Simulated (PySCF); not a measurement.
# Basis-set dependence of population analyses: `C=CO[SiH2]N`

Species: C2H7NOSi.
Atom-mapped SMILES: `[CH2:1]=[CH:2][O:3][SiH2:4][NH2:5]` (hydrogens: H6, H7 on C1; H8 on C2; H9, H10 on Si4; H11, H12 on N5)

Structure used (PBE0-D3(BJ)/def2-SVP), in Å, numbered top down from 1:
```
atom  x, y, z in Å
C1     2.0759    0.8670    0.2680
C2     1.7364   -0.3010    0.8237
O3     0.5295   -0.8905    0.8124
Si4   -0.8605   -0.4046   -0.0208
N5    -1.5786    1.0664    0.4877
H6     3.1041    1.2211    0.3496
H7     1.3654    1.4920   -0.2787
H8     2.4772   -0.8987    1.3683
H9    -0.4984   -0.2618   -1.4587
H10   -1.8001   -1.5176    0.2574
H11   -1.2103    1.9634    0.1952
H12   -2.0425    1.1346    1.3861
```

PBE0 throughout (PySCF), one geometry, spherical d and f functions. One conformer (not necessarily the lowest) at the PBE0-D3(BJ)/def2-SVP geometry, without solvent, vibrations or thermal averaging. The first 7 of 10 kinds of atom are listed.

Mulliken charges (e):

```
        basis  functions      C1      C2      O3     Si4      N5      H6      H7
       STO-3G         36  -0.236  +0.007  -0.343  +0.842  -0.596  +0.072  +0.056
        6-31G         63  -0.415  +0.185  -0.728  +1.034  -1.014  +0.162  +0.148
     pcSseg-0         63  -0.518  +0.144  -0.830  +1.125  -1.073  +0.221  +0.209
       6-31G*         88  -0.469  +0.161  -0.565  +0.748  -0.923  +0.173  +0.161
      cc-pVDZ        109  -0.153  +0.124  -0.380  +0.514  -0.305  +0.045  +0.031
     def2-SVP        109  -0.183  +0.159  -0.449  +0.648  -0.413  +0.054  +0.041
  aug-cc-pVDZ        182  +0.692  +0.810  -0.759  +0.429  -0.311  -0.399  -0.513
6-311+G(2d,p)        185  -0.227  -0.003  -0.565  +0.957  -0.821  +0.119  +0.092
    def2-TZVP        203  -0.346  +0.060  -0.313  +0.424  -0.623  +0.129  +0.114
      cc-pVTZ        252  -0.347  +0.053  -0.272  +0.346  -0.344  +0.123  +0.100
     IGLO-III        254  -0.293  +0.022  -0.478  +1.089  -0.674  +0.105  +0.086
```

IAO charges (e):

```tsv
basis	functions	C1	C2	O3	Si4	N5	H6	H7
STO-3G	36	-0.365	-0.026	-0.403	+0.958	-0.700	+0.132	+0.111
6-31G	63	-0.418	+0.056	-0.552	+0.910	-0.810	+0.162	+0.136
pcSseg-0	63	-0.412	+0.061	-0.547	+0.936	-0.788	+0.157	+0.133
6-31G*	88	-0.407	+0.082	-0.583	+1.040	-0.832	+0.155	+0.132
cc-pVDZ	109	-0.416	+0.081	-0.576	+1.031	-0.824	+0.156	+0.135
def2-SVP	109	-0.407	+0.082	-0.574	+1.049	-0.818	+0.152	+0.131
aug-cc-pVDZ	182	-0.429	+0.079	-0.585	+1.039	-0.855	+0.163	+0.141
6-311+G(2d,p)	185	-0.427	+0.079	-0.593	+1.073	-0.866	+0.163	+0.141
def2-TZVP	203	-0.427	+0.082	-0.595	+1.087	-0.866	+0.162	+0.140
cc-pVTZ	252	-0.428	+0.082	-0.591	+1.073	-0.860	+0.161	+0.140
IGLO-III	254	-0.429	+0.080	-0.594	+1.084	-0.869	+0.163	+0.141
```

Hirshfeld charges (e):

```json
{"basis": "STO-3G", "functions": "36", "C1": "-0.145", "C2": "+0.033", "O3": "-0.200", "Si4": "+0.533", "N5": "-0.312", "H6": "+0.020", "H7": "+0.013"}
{"basis": "6-31G", "functions": "63", "C1": "-0.156", "C2": "+0.034", "O3": "-0.240", "Si4": "+0.423", "N5": "-0.313", "H6": "+0.046", "H7": "+0.036"}
{"basis": "pcSseg-0", "functions": "63", "C1": "-0.159", "C2": "+0.032", "O3": "-0.218", "Si4": "+0.442", "N5": "-0.311", "H6": "+0.043", "H7": "+0.029"}
{"basis": "6-31G*", "functions": "88", "C1": "-0.152", "C2": "+0.033", "O3": "-0.212", "Si4": "+0.389", "N5": "-0.302", "H6": "+0.044", "H7": "+0.039"}
{"basis": "cc-pVDZ", "functions": "109", "C1": "-0.157", "C2": "+0.027", "O3": "-0.194", "Si4": "+0.407", "N5": "-0.302", "H6": "+0.042", "H7": "+0.035"}
{"basis": "def2-SVP", "functions": "109", "C1": "-0.158", "C2": "+0.030", "O3": "-0.197", "Si4": "+0.413", "N5": "-0.304", "H6": "+0.043", "H7": "+0.035"}
{"basis": "aug-cc-pVDZ", "functions": "182", "C1": "-0.159", "C2": "+0.026", "O3": "-0.218", "Si4": "+0.431", "N5": "-0.317", "H6": "+0.046", "H7": "+0.038"}
{"basis": "6-311+G(2d,p)", "functions": "185", "C1": "-0.155", "C2": "+0.024", "O3": "-0.219", "Si4": "+0.429", "N5": "-0.313", "H6": "+0.046", "H7": "+0.038"}
{"basis": "def2-TZVP", "functions": "203", "C1": "-0.158", "C2": "+0.027", "O3": "-0.211", "Si4": "+0.419", "N5": "-0.313", "H6": "+0.045", "H7": "+0.038"}
{"basis": "cc-pVTZ", "functions": "252", "C1": "-0.158", "C2": "+0.027", "O3": "-0.206", "Si4": "+0.418", "N5": "-0.313", "H6": "+0.045", "H7": "+0.037"}
{"basis": "IGLO-III", "functions": "254", "C1": "-0.159", "C2": "+0.025", "O3": "-0.211", "Si4": "+0.420", "N5": "-0.313", "H6": "+0.045", "H7": "+0.037"}
```

ESP-fitted charges (e):

| basis | functions | C1 | C2 | O3 | Si4 | N5 | H6 | H7 |
| --- | --- | --- | --- | --- | --- | --- | --- | --- |
| STO-3G | 36 | -0.462 | +0.233 | -0.382 | +0.867 | -0.911 | +0.108 | +0.156 |
| 6-31G | 63 | -0.709 | +0.353 | -0.594 | +0.974 | -1.253 | +0.210 | +0.265 |
| pcSseg-0 | 63 | -0.745 | +0.354 | -0.597 | +1.086 | -1.199 | +0.224 | +0.265 |
| 6-31G* | 88 | -0.704 | +0.237 | -0.422 | +0.753 | -1.078 | +0.219 | +0.262 |
| cc-pVDZ | 109 | -0.687 | +0.221 | -0.385 | +0.668 | -0.937 | +0.211 | +0.253 |
| def2-SVP | 109 | -0.685 | +0.252 | -0.421 | +0.757 | -0.975 | +0.209 | +0.250 |
| aug-cc-pVDZ | 182 | -0.775 | +0.249 | -0.410 | +0.755 | -1.027 | +0.238 | +0.290 |
| 6-311+G(2d,p) | 185 | -0.793 | +0.239 | -0.414 | +0.758 | -1.067 | +0.248 | +0.301 |
| def2-TZVP | 203 | -0.784 | +0.243 | -0.403 | +0.751 | -1.040 | +0.244 | +0.292 |
| cc-pVTZ | 252 | -0.751 | +0.229 | -0.395 | +0.737 | -0.992 | +0.234 | +0.279 |
| IGLO-III | 254 | -0.777 | +0.238 | -0.400 | +0.737 | -1.024 | +0.241 | +0.292 |

**Question.** Which scheme is steadiest as the basis changes?

**Answer.** Largest range over the bases for any column: Hirshfeld 0.14 e, IAO 0.19 e, ESP-fitted 0.42 e, Mulliken 1.21 e. Hirshfeld charges move least and Mulliken charges most, counted in e. Without the minimal STO-3G basis the ranges are Hirshfeld 0.05, IAO 0.18, ESP-fitted 0.42, Mulliken 1.21 e.

**Question.** How much do the charges still move between the two largest bases, cc-pVTZ and IGLO-III?

**Answer.** At most, over all atoms: Mulliken 0.743 e, IAO 0.010 e, Hirshfeld 0.005 e, ESP-fitted 0.032 e.

**Question.** What do the same runs give for the total energy, the frontier levels and the dipole moment?

**Answer.** 
```
        basis  energy (Eh)  HOMO (eV)  LUMO (eV)  μ (D)
       STO-3G    -493.4715      -3.61       4.58   1.13
        6-31G    -499.4262      -6.55       0.86   1.75
     pcSseg-0    -498.7271      -6.79       0.74   1.66
       6-31G*    -499.5300      -6.48       0.91   1.64
      cc-pVDZ    -499.5611      -6.58       0.76   1.58
     def2-SVP    -499.3132      -6.70       0.70   1.60
  aug-cc-pVDZ    -499.5832      -6.79      -0.31   1.36
6-311+G(2d,p)    -499.6400      -6.82      -0.15   1.43
    def2-TZVP    -499.6628      -6.80       0.30   1.46
      cc-pVTZ    -499.6558      -6.75       0.41   1.47
     IGLO-III    -499.6673      -6.81       0.19   1.41
```

The dipole is fixed by the density alone, so its range of 0.62 D shows that the density itself changes with the basis, not only its division among atoms.
